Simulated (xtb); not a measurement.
AsH₃, SMILES [AsH3]. All values are semi-empirical tight-binding results from xtb (GFN2-xTB unless named), good for trends rather than for accurate numbers. The structure is a stationary point at GFN2-xTB.

Optimised geometry:

```xyz
4

As     0.0000     0.0000     0.0729
H     -1.0511    -0.6068    -0.8016
H      0.0000     1.2137    -0.8016
H      1.0511    -0.6068    -0.8016
```

| Quantity | Result |
|---|---|
| point group as xtb finds it | C3v |
| orbital gap | 6.51 eV |
| zero-point energy | 12.8 kcal/mol |
| G − E(el) at 298.15 K (modified RRHO) | -0.6 kcal/mol |
| static polarisability (D4 model) | 35.6 bohr³ |
| solvation energy, GFN2-xTB/ALPB(water) | -0.8 kcal/mol |
| solvation energy, GFN2-xTB/ALPB(ch2cl2) | -1.6 kcal/mol |

Problem. Give the atomic charges. (The exact figures need the calculation; the answer reports its results.)

Solution. charges (e) As1 0.09, H2 -0.03, H3 -0.03, H4 -0.03.
